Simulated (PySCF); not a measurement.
## Trend along the alkali metals: MS molecules

PBE0 with double-zeta basis sets in PySCF, for the lowest determinant that a PBE0 search found; no spin–orbit coupling. De refers to high-spin ground-configuration atoms. A positive dipole means M(−)S(+).

| M | basis | state (unpaired electrons) | Re (Å) | ωe (cm⁻¹) | De (eV) | μ (D) |
| --- | --- | --- | --- | --- | --- | --- |
| Li | aug-cc-pVDZ/aug-cc-pV(D+d)Z | doublet (π ↑) | 2.176 | 568 | 3.09 | -7.06 |
| Na | cc-pVDZ/cc-pV(D+d)Z | doublet (π ↑) | 2.498 | 327 | 2.46 | -8.22 |
| K | x2c-SVPall | doublet (π ↑) | 2.821 | 259 | 2.45 | -9.54 |
| Rb | def2-SVP | doublet (π ↑) | 2.974 | 222 | 2.52 | -10.23 |
| Cs | def2-SVPD | doublet (π ↑) | 3.142 | 192 | 2.74 | -11.12 |

The shortest bond is that of LiS (2.176 Å), the longest that of CsS (3.142 Å).

The rows differ in basis set, which adds steps of its own.

Down a group the atoms grow and get heavier, so bonds lengthen and wavenumbers fall; this series shows no clear exception.

Spin–orbit coupling is left out, which matters for elements this heavy, above all for dissociation energies. States were picked by a PBE0 search and need not be the measured ground states.
